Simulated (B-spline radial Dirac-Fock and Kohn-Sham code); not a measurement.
## Elastic scattering of 109 keV positrons by atomic cesium

Model: relativistic (Dirac) partial waves in the static field of the Dirac-Fock atom, without polarisation or absorption potentials. Program: a radial B-spline solver.

| θ (°) | dσ/dΩ (Å²/sr) | Sherman function |
| --- | --- | --- |
| 5 | 0.426 | 0.000 |
| 10 | 0.0397 | 0.001 |
| 15 | 0.00913 | 0.002 |
| 20 | 0.00312 | 0.003 |
| 25 | 0.00134 | 0.004 |
| 30 | 0.000671 | 0.005 |
| 35 | 0.000373 | 0.007 |
| 40 | 0.000224 | 0.008 |
| 45 | 0.000143 | 0.010 |
| 50 | 9.62e-05 | 0.011 |
| 55 | 6.72e-05 | 0.013 |
| 60 | 4.86e-05 | 0.015 |
| 65 | 3.62e-05 | 0.016 |
| 70 | 2.77e-05 | 0.018 |
| 75 | 2.17e-05 | 0.019 |
| 80 | 1.73e-05 | 0.021 |
| 85 | 1.40e-05 | 0.022 |
| 90 | 1.16e-05 | 0.023 |
| 95 | 9.75e-06 | 0.023 |
| 100 | 8.30e-06 | 0.024 |
| 105 | 7.16e-06 | 0.024 |
| 110 | 6.25e-06 | 0.024 |
| 115 | 5.52e-06 | 0.024 |
| 120 | 4.94e-06 | 0.023 |
| 125 | 4.46e-06 | 0.023 |
| 130 | 4.07e-06 | 0.022 |
| 135 | 3.74e-06 | 0.020 |
| 140 | 3.48e-06 | 0.019 |
| 145 | 3.27e-06 | 0.017 |
| 150 | 3.09e-06 | 0.015 |
| 155 | 2.95e-06 | 0.013 |
| 160 | 2.85e-06 | 0.010 |
| 165 | 2.76e-06 | 0.008 |
| 170 | 2.71e-06 | 0.005 |
| 175 | 2.67e-06 | 0.003 |

The total elastic cross section is 0.183 Å², the first transport cross section 0.000487 Å² and the second, weighted with (3/2) sin²θ, 0.00124 Å². The mean deflection is ⟨1 − cos θ⟩ = 0.00265, and 0.019 % of the collisions scatter beyond 90°.

Values without a named source are computed, but for edge energies of neutral atoms, which are taken from tables.
